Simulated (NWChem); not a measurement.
**Correlation energy of PbS**

```
Pb
S 1 2.3407
```
Charge 0, spin multiplicity 1.

The numbers come from NWChem runs, not from measurements. Structure: optimised with PBE/def2-SVP with def2 effective core potentials on Pb, a minimum by its harmonic frequencies.

Basis set: def2-TZVP. Each correlation energy counts from its own Hartree-Fock reference.

Effective core potentials replace the inner electrons of Pb; spin-orbit coupling is left out. The correlated methods keep 9 core orbitals frozen. The structure started from a generated list of species. Coupled-cluster values serve here as a point of comparison, not as the truth.

**Question.** Order these methods by the correlation energy they give, lowest first: CR-CCSD[T], SCS-MP2, CCSD+T(CCSD), CCSD, MP2, CR-CCSD(T).

**Answer.** CCSD+T(CCSD) (-567.9 mHa), MP2 (-561.9 mHa), CR-CCSD[T] (-560.3 mHa), CR-CCSD(T) (-558.5 mHa), CCSD (-540.7 mHa), SCS-MP2 (-513.7 mHa)
